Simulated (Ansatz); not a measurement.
AlClH2O2 (`[OH][Al]([OH])[Cl]`). Charge 0, multiplicity 1. The structure was optimised at the PBE0-D4/def2-TZVP level. It is one conformer, not always the lowest.

```xyz
6

O     0.602    0.290   -1.496
Al   -0.082    0.013    0.013
O     0.916   -0.537    1.248
Cl   -2.120    0.346    0.347
H     0.092    0.603   -2.241
H     0.592   -0.714    2.129
```

Q: What is the dipole moment at ωB97M-V/def2-TZVPP? (Estimate.)

A: Ansatz gave: 0.81 D, with components (-0.79, 0.13, 0.13) D in this frame, pointing from negative to positive charge.

Q: And with PBE, r2SCAN, B3LYP? (Best estimate.)

A: Ansatz gave: PBE 0.69 D, r2SCAN 0.72 D, B3LYP 0.80 D.

Q: Give the Mulliken charges with ωB97M-V, PBE, r2SCAN in def2-TZVPP. (Estimate.)

A: Ansatz gave: 
```tsv
atom	ωB97M-V	PBE	r2SCAN
O1	-0.38	-0.36	-0.42
Al2	0.67	0.59	0.72
O3	-0.38	-0.36	-0.42
Cl4	-0.24	-0.25	-0.27
H5	0.17	0.18	0.19
H6	0.17	0.18	0.19
```

B3LYP here is the variant with VWN-RPA as its local correlation; programs differ in this.
